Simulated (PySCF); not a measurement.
CCl4 (SMILES ClC(Cl)(Cl)Cl), singlet, geometry from GFN2-xTB; SVWN5/STO-3G (PySCF).

Input for PySCF:
```python
from pyscf import gto, scf, dft

mol = gto.Mole()
mol.atom = '''
    C     0.000000   -0.000000    0.000000
    Cl    1.000888    1.009715    1.052642
    Cl   -1.039192   -1.034554    0.989512
    Cl   -1.003111    1.032796   -1.027840
    Cl    1.041415   -1.007957   -1.014314
'''
mol.basis = 'sto-3g'
mol.charge = 0
mol.spin = 0
mol.verbose = 4
mol.build()

mf = dft.RKS(mol)
mf.xc = 'lda,vwn'
mf.kernel()
```

Q: Write the output that PySCF gives for this input, abridged.

A: 
```
PySCF version 2.14.0

[INPUT] verbose = 4
[INPUT] num. atoms = 5
[INPUT] num. electrons = 74
[INPUT] charge = 0
[INPUT] spin (= nelec alpha-beta = 2S) = 0
[INPUT] symmetry False subgroup None
[INPUT] Mole.unit = angstrom
[INPUT] Symbol           X                Y                Z      unit          X                Y                Z       unit  Magmom
[INPUT]  1 C      0.000000000000   0.000000000000   0.000000000000 AA    0.000000000000   0.000000000000   0.000000000000 Bohr   0.0
[INPUT]  2 Cl     1.000888000000   1.009715000000   1.052642000000 AA    1.891404201364   1.908084813865   1.989205087214 Bohr   0.0
[INPUT]  3 Cl    -1.039192000000  -1.034554000000   0.989512000000 AA   -1.963788270839  -1.955023721073   1.869906676971 Bohr   0.0
[INPUT]  4 Cl    -1.003111000000   1.032796000000  -1.027840000000 AA   -1.895605062539   1.951701582546  -1.942336099873 Bohr   0.0
[INPUT]  5 Cl     1.041415000000  -1.007957000000  -1.014314000000 AA    1.967989132014  -1.904762675338  -1.916775664312 Bohr   0.0

nuclear repulsion = 439.691247938023
number of shells = 23
number of NR pGTOs = 123
number of NR cGTOs = 41
basis = sto-3g
ecp = {}

******** <class 'pyscf.dft.rks.RKS'> ********
method = RKS
initial guess = minao
damping factor = 0
level_shift factor = 0
DIIS = <class 'pyscf.scf.diis.CDIIS'>
diis_start_cycle = 1
diis_space = 8
diis_damp = 0
SCF conv_tol = 1e-09
SCF conv_tol_grad = None
SCF max_cycles = 50
direct_scf = True
direct_scf_tol = 1e-13
XC library pyscf.dft.libxc version 7.1.2
    S. Lehtola, C. Steigemann, M. J. T. Oliveira, and M. A. L. Marques,  SoftwareX 7, 1–5 (2018)
XC functionals = lda,vwn
    P. A. M. Dirac,  Math. Proc. Cambridge Philos. Soc. 26, 376 (1930)
    F. Bloch,  Z. Phys. 57, 545 (1929)
    S. H. Vosko, L. Wilk, and M. Nusair,  Can. J. Phys. 58, 1200 (1980)
radial grids:
    Treutler-Ahlrichs [JCP 102, 346 (1995); DOI:10.1063/1.469408] (M4) radial grids

becke partition: Becke, JCP 88, 2547 (1988); DOI:10.1063/1.454033
pruning grids: <function nwchem_prune>
grids dens level: 3
symmetrized grids: False
atomic radii adjust function: <function treutler_atomic_radii_adjust>
small_rho_cutoff = 0
Set gradient conv threshold to 3.16228e-05
Initial guess from minao.
tot grids = 89640
init E= -1851.37834869685
  HOMO = -0.3864195660612  LUMO = -0.0762612189054077  gap/eV = 8.43984
cycle= 1 E= -1851.73499834201  delta_E= -0.357  |g|= 0.744  |ddm|= 3.42
  HOMO = -0.246140931241578  LUMO = -0.119726441673436  gap/eV = 3.43991
cycle= 2 E= -1850.94914760529  delta_E= 0.786  |g|= 1.73  |ddm|= 3.38
  HOMO = -0.228895307978206  LUMO = -0.00931214555459455  gap/eV = 5.97516
cycle= 3 E= -1851.91749412273  delta_E= -0.968  |g|= 0.0175  |ddm|= 2.49
  HOMO = -0.232766613913656  LUMO = -0.0138411222210433  gap/eV = 5.95727
cycle= 4 E= -1851.91762174287  delta_E= -0.000128  |g|= 0.00194  |ddm|= 0.043
  HOMO = -0.232513913887811  LUMO = -0.0137867294455999  gap/eV = 5.95187
cycle= 5 E= -1851.91762318934  delta_E= -1.45e-06  |g|= 0.000197  |ddm|= 0.00365
  HOMO = -0.232525507419286  LUMO = -0.0138095915126979  gap/eV = 5.95156
cycle= 6 E= -1851.91762320277  delta_E= -1.34e-08  |g|= 2.29e-05  |ddm|= 0.00033
  HOMO = -0.232525604798114  LUMO = -0.0138112434579159  gap/eV = 5.95152
cycle= 7 E= -1851.91762320293  delta_E= -1.55e-10  |g|= 1.15e-06  |ddm|= 2.78e-05
  HOMO = -0.23252562205585  LUMO = -0.0138115403859795  gap/eV = 5.95151
Extra cycle  E= -1851.91762320293  delta_E= 1.36e-12  |g|= 2.53e-06  |ddm|= 4.74e-06
converged SCF energy = -1851.91762320293
```
